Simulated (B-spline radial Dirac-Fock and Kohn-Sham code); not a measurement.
Ga³⁺ 3d3/2: cross section and angular parameters

System: gallium as Ga³⁺, [Ar] 3d10; threshold 62.07 eV (orbital energy of the model). The computed values come from a radial atomic solver: Dirac-Hartree-Slater photoionisation with a Latter tail; cross sections with all multipoles, angular parameters from the dipole term and its interference with E2.

```
hν (eV)    σ (kb)      β       γ      δ
   75.5      3410  0.145  -0.006  0.009
   92.2      3380  0.303  -0.004  0.013
    100      3290  0.376  -0.002  0.014
    200      1520  0.920   0.025  0.022
    266       872  1.063   0.054  0.026
    283       764  1.088   0.061  0.027
    341       499  1.148   0.089  0.031
    367       417  1.167   0.101  0.032
    482       205  1.212   0.158  0.038
    553       140  1.220   0.194  0.041
    919      30.2  1.170   0.367  0.060
   1000      23.0  1.152   0.401  0.064
   1010      22.3  1.150   0.405  0.065
   1050      19.6  1.140   0.420  0.067
   1240      11.3  1.094   0.488  0.077
   1750      3.43  0.976   0.628  0.105
 2984.4     0.482  0.771   0.821  0.174
   3140     0.398  0.752   0.838  0.182
   3170     0.384  0.748   0.841  0.184
   4000     0.156  0.664   0.919  0.227
   6000    0.0307  0.526   1.044  0.323
   7870   0.00994  0.440   1.100  0.405
 8047.8         ?      ?       ?      ?
   9720   0.00407  0.380   1.125  0.478
   9990   0.00362  0.372   1.127  0.488
  11100   0.00230  0.345   1.135  0.529
  14100  0.000819  0.286   1.141  0.631
  15000  0.000625  0.271   1.140  0.660
```

**Question.** Give the values at Cu Kα (8047.8 eV).

**Answer.** σ = 0.00905 kb, β = 0.434, γ = 1.103, δ = 0.412.
